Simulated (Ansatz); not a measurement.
A barrier at the coupled-cluster level

Start structure (HfGaH2Cl5O, closed shell), relaxed at PBE0-D4/def2-TZVP:

Ga1  (0.009, -1.938, -0.283)
H2  (-0.880, -0.615, -0.529)
Cl3  (0.412, -3.112, -2.012)
Cl4  (-0.307, -2.887, 1.603)
Hf5  (0.246, 1.293, -0.149)
O6  (-0.882, 1.419, 1.341)
Cl7  (-0.832, 1.801, -2.155)
Cl8  (1.783, 3.033, 0.095)
Cl9  (1.941, -0.519, 0.023)
H10  (-1.490, 1.524, 2.067)
(Å)

The step: HfGaH₂Cl₅O ([OH][Hf]1([Cl])([Cl])[H][Ga]([Cl])([Cl])[Cl]1) → HfGaH₂Cl₅O ([Cl][Ga]1([Cl])[OH][HfH]([Cl])([Cl])[Cl]1); bonds formed: Ga1–O6; dative contacts that become bonds: H2–Hf5; bonds broken: Ga1–H2; bonds weakened to dative contacts: Hf5–O6. Ansatz 0.2.0; basis: def2-TZVPP and def2-QZVPP; cores frozen in the correlated methods. Filled d shells of the heavier atoms are correlated. Core potentials replace the inner electrons of the atoms past krypton. The def2 sets are not built for correlating such inner shells, so the correlated values are less sure here. Extrapolation: Hartree–Fock as exp(−7.88 √X), correlation as X^−2.97. Energies below are by CCSD(T) at an estimated basis limit (MP2 extrapolated from triple and quadruple zeta, plus CCSD(T) − MP2 in triple zeta).

What are the electronic barrier and the energy of the step, from the start structure to the end structure? (To be estimated.)

By the calculation: Barrier 103.9 kJ/mol; step energy 23.5 kJ/mol (uphill); reverse barrier, their difference, 80.4 kJ/mol. Barrier and step energy count from the start structure, the reverse barrier from the end structure.

The saddle point: One imaginary mode of 184i cm⁻¹.
```json
{"pair": "Ga1–O6", "start (Å)": "3.83", "saddle (Å)": "2.21", "end (Å)": "1.93"}
{"pair": "H2–Hf5", "start (Å)": "2.25", "saddle (Å)": "1.87", "end (Å)": "1.82"}
{"pair": "Ga1–H2", "start (Å)": "1.61", "saddle (Å)": "2.15", "end (Å)": "4.30"}
{"pair": "Hf5–O6", "start (Å)": "1.87", "saddle (Å)": "1.96", "end (Å)": "2.11"}
```

Zero-point energy (harmonic, PBE0-D4): ZPE is 70.7 kJ/mol at the start and 71.7 kJ/mol at the saddle, so the barrier goes from 103.9 to 104.9 kJ/mol.

No T1 diagnostic of these runs exceeds 0.015.

Ligand swaps between two centres remove the fluorinated layer in thermal atomic layer etching, and scramble precursors in the gas phase.

Labels in which every atom is bracketed show which atoms are joined, not bond orders.

For scale, one of the runs: CCSD(T)/def2-TZVPP, 373 basis functions, launched by `ansatz run in.yaml --threads 4 --pin off --events-out ev --progress --plain --max-ram 63488MiB --backend cuda --devices 0, --max-vram 37GiB`. Hardware: 4 CPU threads of an AMD EPYC 7R13 and a share of one NVIDIA H100, shared host. Wall time 31 s; peak host memory 0.9 GiB.
